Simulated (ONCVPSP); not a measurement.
## Sb (Z = 51): one change to an ONCV potential, before and after

```
Element                 : antimony
Generator               : ONCVPSP 4.0.1
Type                    : optimised norm-conserving Vanderbilt (ONCV)
Functional              : PBE
Relativity              : scalar-relativistic
Frozen core             : [Kr] 4d10
Valence charge          : 5
Reference configuration : 5s2 5p3
Partial waves           : 5s: rc 1.90 bohr, ncon 4, nbas 8, qcut 2.8 1/bohr, 3 projectors, debl 3.8 Ha; 5p: rc 1.80 bohr, ncon 4, nbas 8, qcut 5.3 1/bohr, local
Local potential         : the p channel
Core correction         : Teter function, fcfact 5.75, rcfact 1.65
```

Change: all radii but the core radius scaled by about 0.95 (s 1.80, p 1.70 bohr).

Cutoffs: the cutoffs (Ha) at which the residual kinetic energy of the hardest occupied pseudo-wave falls to 1 and 0.1 mHa per electron; they do not see the model core or the augmentation charge, which bear on the density cutoff. Errors are all-electron minus pseudo energies relative to the spin-unpolarised reference configuration.

Question: How do hardness, ghosts and transferability respond?

Answer: The potential gets neither clearly harder nor softer (33 Ha and 48 Ha → 25 Ha and 67 Ha); the s channel sets the loose cutoff, while the largest relative change is in p, which becomes harder; the errors of the 4 common tests hardly move; neither file shows a bound ghost.

```tsv
quantity	base	changed
cutoff, loose	33 Ha	25 Ha
cutoff, tight	48 Ha	67 Ha
loose cutoff by channel	s 33 Ha, p 10 Ha	s 25 Ha, p 20 Ha
bound ghosts	none	none
GHOST(+) flags under 300 eV	s at 298.6 eV	s at 263.7 eV
error for 5s2 5p2, meV [ΔE 8.32 eV]	-64	-64
error for 5s2 5p1, meV [ΔE 24.29 eV]	-340	-340
error for 5s2 5p0, meV [ΔE 48.70 eV]	-958	-961
error for 5s1 5p3, meV [ΔE 17.05 eV]	-66	-62
rms error of d²Exc/dni dnj with the model core, mHa	5.84	5.84
```

Base: The cutoffs count occupied waves only; projector 3 of the s channel, the hardest unoccupied one, needs 83 Ha at the loose tolerance.
